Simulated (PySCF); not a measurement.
AlH2Br, SMILES [AlH2][Br].

Geometry: B3LYP-D3(BJ)/def2-TZVP.

Calculation: B3LYP-D3(BJ)/def2-TZVP run with PySCF 2.14.0.

Frequencies are harmonic and unscaled.

```
mode  ν (cm⁻¹)  IR (km/mol)  moving atoms (share of kinetic energy)
----  --------  -----------  --------------------------------------
1          406         42.9                        Al 69 %, Br 27 %
2          492         47.9                          H 91 %, Al 8 %
3          592        180.9                         H 88 %, Al 12 %
4          782        313.1                                  H 95 %
5         1965         97.9                                  H 99 %
6         1984        209.4                                  H 94 %
```
